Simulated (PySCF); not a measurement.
Question: What does the PBE0-D3(BJ)/def2-SVP structure of `C[NH][GeH2][AsH2]` look like in three dimensions?

Answer: 
```
atom  x, y, z in Å
C1    -1.5818   -0.8897    0.0369
N2    -1.2228    0.4723    0.3474
Ge3    0.4583    1.1098   -0.0184
As4    1.9935   -0.2224    1.3091
H5    -2.5237   -1.1689    0.5379
H6    -1.7009   -1.1135   -1.0436
H7    -0.8118   -1.5790    0.4228
H8    -1.9662    1.1351    0.1502
H9     0.4738    2.5766    0.4507
H10    0.8366    1.0469   -1.5237
H11    3.1897    0.5571    0.7669
H12    2.1337   -1.2723    0.2095
```

Any rigid rotation of these coordinates is as good. Atoms count from 1 in this order. Ge3 (germanium bonded to As, N and 2 H) is distorted tetrahedral (angles from 106.2° to 113.7°). N2 (nitrogen bonded to C, Ge and H) is pyramidal (angles 120.9°, 113.9° and 113.1°, sum 347.9°, 0.28 Å off the plane of its three neighbours). As4 (arsenic bonded to Ge and 2 H) is pyramidal (angles 92.4°, 91.3° and 91.2°, sum 274.9°, 0.96 Å off the plane of its three neighbours).

Bonds between heavy atoms (Å): C1–N2 1.442, N2–Ge3 1.835, Ge3–As4 2.428.

Level of theory: PBE0-D3(BJ)/def2-SVP geometry optimisation, gas phase (PySCF 2.14.0).

Point group: C1 (no symmetry element, even within 0.4 Å). Stationary, but not proved a minimum. The numbers are those of one conformer (C1–N2–Ge3–As4 -62°, N2–Ge3–As4–H 180° and 89°).
